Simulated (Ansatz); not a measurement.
## Ansatz (development build ahead of 0.2.0) run

```yaml
crystal:
  periodic: [false, false, false]
  atoms:
    - { symbol: Sc, position_ang: [0.0, 0.0, 0.0] }
    - { symbol: C, position_ang: [0.0, 0.0, 2.9422] }
basis:
  gaussian: { orbitals: pcseg-2 }
magnetization:
  spin_polarized: true
  initial_magnetization: 1
hamiltonian:
  xc: hf
```

The input is written out in the form of the current development build from the run's settings.

Results

```json
{
  "Converged": "yes",
  "Total energy": "-797.45969 hartree",
  "Spin squared of the determinant": "2.684",
  "Stability test": "minimum"
}
```

Caution: the unrestricted determinant is a mixture of spin states.
